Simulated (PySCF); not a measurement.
ZrCl4: computed shieldings and shifts

ZrCl4, Cl4Zr.

Geometry (Å), atoms numbered from 1 in this order:
```xyz
5

Zr   -0.010    0.004    0.024
Cl   -0.086   -0.049    2.349
Cl    2.196    0.004   -0.685
Cl   -1.052    1.904   -0.810
Cl   -1.049   -1.863   -0.878
```

GIAO calculations in PySCF on the PBE0-D3(BJ)/def2-SVP structure: isolated species, scalar relativity only through the core potential, equivalent atoms averaged; basis pcSseg-1 (def2-TZVP on Zr).

Problem. Give the isotropic shieldings (ppm) with KT2, PBE0.

Solution. 
```csv
atoms,environment,KT2,PBE0
Cl2/Cl3/Cl4/Cl5,chlorine bonded to Zr,310,337
HOMO–LUMO gap (eV),–,4.80,6.97
```

Problem. And the chemical shifts, against references computed in the same way?

Solution. 
| atoms | nucleus, reference | KT2 | PBE0 |
| --- | --- | --- | --- |
| Cl2/Cl3/Cl4/Cl5 | $^{35}$Cl, HCl | 632 | 607 |

Problem. Which part of the shielding of Cl2/Cl3/Cl4/Cl5 depends on the functional?

Solution. Diamagnetic: KT2 1151, PBE0 1149 ppm; paramagnetic: KT2 -840, PBE0 -812 ppm. The diamagnetic part, set mainly by inner electrons, hardly moves; the paramagnetic part goes with low-lying magnetically allowed excitations and carries the spread.

Zr is described by an effective core potential, so it has no shielding of its own here; spin–orbit effects on the atoms bonded to it, which can be large, are absent, and the values of these neighbours are rough.
